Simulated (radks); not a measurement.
Kinetic energies: the exact non-interacting value of the Kohn-Sham orbitals and orbital-free approximations, in hartree. Species: Lu+ [Xe] 4f14 6s2; Sb [Kr] 4d10 5s2 5p3; As3+ [Ar] 3d10 4s2. Calculated with a radial shooting solver on a logarithmic mesh with Libxc functionals: non-relativistic Kohn-Sham, PBE, spin-polarised, spherical densities, point nucleus. Every spin shell is full or empty, so the densities are truly spherical. Functionals are evaluated on that one density, not self-consistently.

functional	Lu+	Sb	As3+
exact	13851.6	6313.03	2232.13
Thomas-Fermi	13178	5981.1	2096.0
von Weizsacker	5111.7	2606.3	1067.9
TF + vW	18290	8587.4	3163.9
TF + vW/9	13746	6270.7	2214.7
TF + vW/5	14201	6502.4	2309.6
LC94	13845	6317.7	2231.6
APBEK	13850	6321.0	2233.5
revAPBEK	13870	6332.1	2238.6
Thakkar	13740	6276.9	2220.8
Pearson	13723	6255.8	2206.0
LKT	16152	7515.2	2736.1
PG1	15646	7257.2	2630.9
DePristo-Kress	13817	6307.3	2229.4
Ernzerhof	13777	6288.0	2222.8
